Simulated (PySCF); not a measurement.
## Two-component Hartree-Fock for La²⁶⁺ (lanthanum, charge +26)

Start: [Ar] 3d10 4s2 4p1; 4p3/2 filled at m_j = +3/2. Calculated with PySCF 2.14 in an even-tempered Gaussian basis (17 s from 2.1 bohr⁻², ratio 2.8; 13 p from 2.7 bohr⁻², ratio 2.8; 8 d from 4.8 bohr⁻², ratio 2.8; 4 f from 13 bohr⁻², ratio 3): generalised Hartree-Fock with the X2C-1e Hamiltonian and a Gaussian nucleus; one run each with spin-orbit coupling (SO) screened by Boettger's factors, then bare. This is a chosen level, not necessarily the ground level.

| spinor shell | electrons | ε, screened SO (eV) | ε, bare SO (eV) | weight of nominal j (bare SO) | rms radius, bare SO (bohr) |
| --- | --- | --- | --- | --- | --- |
| 1s1/2 | 2 | -39972.2 | -39971.8 | 1.000 | 0.0286 |
| 2s1/2 | 2 | -7169.7 | -7169.6 | 1.000 | 0.116 |
| 2p1/2 | 2 | -6799.2 | -6810.9 | 1.000 | 0.0998 |
| 2p3/2 | 4 | -6381.7 | -6377.2 | 1.000 | 0.106 |
| 3s1/2 | 2 | -2186.4 | -2186.4 | 1.000 | 0.299 |
| 3p1/2 | 2 | -2028.0 | -2030.4 | 1.000 | 0.291 |
| 3p3/2 | 4 | -1942.3 | -1941.4 | 1.000 | 0.303 |
| 3d3/2 | 4 | -1675.3 | -1677.7 | 0.999 | 0.272 |
| 3d5/2 | 6 | -1657.1 | -1655.6 | 1.000 | 0.276 |
| 4s1/2 | 2 | -955.25 | -955.25 | 1.000 | 0.646 |
| 4p3/2 | 1 | -878.16 | -877.90 | 1.000 | 0.669 |

```tsv
quantity	screened SO	bare SO
E (hartree)	-8162.49518	-8162.75909
M_J	3/2	3/2
⟨J²⟩	3.752	3.752
⟨L²⟩	2.020	2.022
⟨S²⟩	0.769	0.771
```

Each row is a mean over spinors that exchange with the open shell spreads, by up to 8.777 eV (4s1/2).

Breit and QED terms are absent; they matter most for the inner s and p1/2 levels.

Densities and radii are taken from the X2C orbitals without a picture-change correction, which distorts them close to the nucleus.
